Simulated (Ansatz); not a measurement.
CH5GaOSi (`O=[C]([SiH3])[GaH2]`). The species carries charge 0 and has multiplicity 1.

```xyz
9

O     0.6309   -0.7703    1.4575
C     0.1963   -0.2381    0.4481
Si   -1.4937    0.6706    0.3516
Ga    1.7039   -0.6369   -0.8243
H    -1.1915    2.0583   -0.0894
H    -2.2674   -0.0089   -0.7213
H    -2.2405    0.6670    1.6353
H     2.9464    0.3129   -0.7708
H     1.7158   -2.0546   -1.4868
```

(1) List the harmonic frequencies (cm⁻¹, unscaled) at PBE0-D4/def2-TZVP in Ansatz. (An estimate is asked.)

(2) Is this a minimum?

(3) Give the ideal-gas thermochemistry at 298.15 K and 1 bar (rigid rotor, harmonic oscillator; point group Cs, symmetry number 1).

(4) And at 400, 500, 600, 800 and 1000 K?

(5) Rotational constants (cm⁻¹)?

Answers

(1) Computed: 63, 87, 154, 181, 273, 355, 434, 538, 602, 663, 719, 834, 912, 927, 932, 1671, 1974, 1987, 2218, 2229, 2242.

(2) Yes, all 21 modes are real.

(3) Zero-point energy 119.6 kJ/mol; H(298) − E = 141.8 kJ/mol; entropy 362.6 J/(mol·K), of which translation 169.6, rotation 114.2, vibration 78.7; G(298) − E = 33.7 kJ/mol. Modes under 100 cm⁻¹ are hindered rotations or soft bends, so the harmonic entropy is rough.

(4) 
```tsv
T (K)	H − E (kJ/mol)	S (J/mol/K)	G − E (kJ/mol)
400	153.9	397.3	-5.0
500	167.2	427.0	-46.3
600	181.7	453.3	-90.3
800	213.2	498.5	-185.6
1000	247.4	536.6	-289.2
```

(5) 0.2686, 0.05301, 0.04591.
